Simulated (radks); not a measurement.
Sr II, configuration [Kr] 5s1 (the NIST ground configuration).

Method: scalar-relativistic Kohn-Sham, PBE, spin-polarised, spherical densities, finite nucleus; open shells are filled with parallel spins first (spin-orbit coupling, left out, can overturn this in heavy ions); Fermi nuclear charge, rms radius 4.224 fm; computed with a radial shooting solver on a logarithmic mesh with Libxc functionals.

Energy parts (Ry):
| part | energy |
|---|---|
| total | -6358.50370 |
| kinetic | 6520.44231 |
| electron-nucleus | -15296.09687 |
| Hartree | 2626.71446 |
| exchange-correlation | -209.56360 |

Orbitals (lengths in bohr, moments of r in powers of bohr; <r^-3> diverges for s and p1/2):
orbital,occ.,eigenvalue (Ry),<r^-3>,<r^4>,<r^2>,<1/r>
1s up,1,-1171.822,-,0.00001103,0.002067,38.99
1s down,1,-1171.821,-,0.00001103,0.002067,38.99
2s up,1,-159.0789,-,0.002122,0.03507,8.703
2s down,1,-159.0781,-,0.002122,0.03507,8.703
2p up,3,-141.4028,1803,0.001528,0.02766,8.497
2p down,3,-141.4021,1803,0.001528,0.02766,8.497
3s up,1,-25.00090,-,0.1212,0.2779,2.917
3s down,1,-24.99956,-,0.1212,0.2779,2.918
3p up,3,-19.29599,278.9,0.1400,0.2901,2.762
3p down,3,-19.29455,278.9,0.1399,0.2901,2.762
3d up,5,-9.87798,35.24,0.1873,0.3027,2.507
3d down,5,-9.87637,35.25,0.1871,0.3027,2.508
4s up,1,-3.47236,-,6.774,2.092,0.9900
4s down,1,-3.46527,-,6.703,2.084,0.9911
4p up,3,-2.14261,31.02,13.08,2.821,0.8484
4p down,3,-2.13176,31.25,12.72,2.791,0.8516
5s up,1,-0.63773,-,428.3,16.90,0.3288
4d up,0,-0.51515,1.276,191.4,9.766,0.4727
4d down,0,-0.47202,1.433,144.6,8.574,0.4978
5p up,0,-0.41884,3.017,1035,26.21,0.2630

The highest occupied level is 5s up at -8.677 eV. The electron density at the nucleus is 6.198e+04 e/bohr^3 (large components only).
